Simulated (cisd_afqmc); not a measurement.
Input (AFQMC/CISD/cc-pVDZ; cisd_afqmc is a phaseless AFQMC code with CISD trial states that reads the integrals written by Ansatz):

Ansatz 0.2 input:
```python
import cisd_afqmc

open("ham.yaml", "w").write("""\
crystal:
  periodic: [false, false, false]
  atoms:
    - {symbol: Se, position_ang: [0.82212503, -0.07346345, 0.80785149]}
    - {symbol: Se, position_ang: [-0.81331474, 0.03888379, -0.76185772]}
    - {symbol: H, position_ang: [-0.29955011, 1.17570870, -1.56378806]}
basis:
  gaussian:
    orbitals: cc-pVDZ
magnetization: {spin_polarized: true, initial_magnetization: 1}
correlation: {method: ccsd, electrons: outside_noble_gas, hamiltonian_folder: ham}
""")
rep = cisd_afqmc.ansatz("ham.yaml")
e_ccsd = rep["correlation"]["coupled_cluster"]["energy"]["hartree"]
out = cisd_afqmc.run("ham", e_ccsd, trial="CISD", walkers=200, populations=8, threads=8, dt=0.005, steps=40, early=24, settle=10, least=32,
    cut=5e-5, rank_cut=2e-4, target=0.0004, seconds=1500, seed=1, memory=17280, gpu=False)
```

Output:

```
orbitals 31, occupied [7, 6], factors 153 of 697, rank of the doubles 185 of 318
E(HF) = -4800.212271
E(CCSD) on the cut factors = -4800.453018, shift to the whole factors -0.000005
Energy of the trial state on the determinant = -4800.453005
  tau behind 7.2 of longer steps, mean of the populations' last blocks
   2.0  -4800.46157
   4.0  -4800.46096
   6.0  -4800.46058
   8.0  -4800.46096
blocks 258 (0 outliers left out), error by blocks joined: 1: 0.00012, 2: 0.00016, 4: 0.00020, 8: 0.00025, 16: 0.00025
E(AFQMC/CISD) = -4800.46086 +/- 0.00025
```
